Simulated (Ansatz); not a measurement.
Reaction (SMILES): Br atom → [Br-] (an electron is taken up)
B3LYP-D3(BJ)/def2-TZVP geometries, fixed; electronic energies without zero-point terms; positive where energy is released.
Largest species:
```xyz
1

Br     0.0000     0.0000     0.0000
```
Charge 0, spin multiplicity 2.

Basis-set convergence of the adiabatic electron affinity at CCSD(T) with Ansatz (a quantum-chemistry and plane-wave program). Cartesian d functions, on some or all atoms, in 3-21G, 6-31G**; all else is spherical. Cores are frozen (with 3d on Ga to Br). Open shells are unrestricted. No added dispersion term, no relativity. Functions are those of the species that has most. Reference: Hartree-Fock in aug-cc-pV5Z plus the correlation part extrapolated as X^-3 from aug-cc-pVQZ and aug-cc-pV5Z, 3.545 eV, itself unsure by roughly 0.012 eV (a third of the extrapolation step and of the last Hartree-Fock step). Deviations are taken from unrounded values.

```json
[
 {"basis": "3-21G", "functions": "23", "adiabatic electron affinity (eV)": "1.752", "minus reference (eV)": "-1.793"},
 {"basis": "cc-pVDZ", "functions": "27", "adiabatic electron affinity (eV)": "2.459", "minus reference (eV)": "-1.085"},
 {"basis": "pcseg-1", "functions": "27", "adiabatic electron affinity (eV)": "2.599", "minus reference (eV)": "-0.946"},
 {"basis": "def2-SVP", "functions": "32", "adiabatic electron affinity (eV)": "2.349", "minus reference (eV)": "-1.195"},
 {"basis": "6-31G**", "functions": "35", "adiabatic electron affinity (eV)": "2.796", "minus reference (eV)": "-0.749"},
 {"basis": "cc-pVTZ", "functions": "43", "adiabatic electron affinity (eV)": "3.104", "minus reference (eV)": "-0.441"},
 {"basis": "pcseg-2", "functions": "43", "adiabatic electron affinity (eV)": "3.133", "minus reference (eV)": "-0.412"},
 {"basis": "def2-TZVPP", "functions": "48", "adiabatic electron affinity (eV)": "3.119", "minus reference (eV)": "-0.426"},
 {"basis": "aug-pcseg-2", "functions": "59", "adiabatic electron affinity (eV)": "3.372", "minus reference (eV)": "-0.172"},
 {"basis": "cc-pVQZ", "functions": "68", "adiabatic electron affinity (eV)": "3.383", "minus reference (eV)": "-0.161"},
 {"basis": "aug-cc-pVQZ", "functions": "93", "adiabatic electron affinity (eV)": "3.482", "minus reference (eV)": "-0.062"},
 {"basis": "def2-QZVPPD", "functions": "98", "adiabatic electron affinity (eV)": "3.440", "minus reference (eV)": "-0.104"},
 {"basis": "cc-pV5Z", "functions": "104", "adiabatic electron affinity (eV)": "3.458", "minus reference (eV)": "-0.087"}
]
```
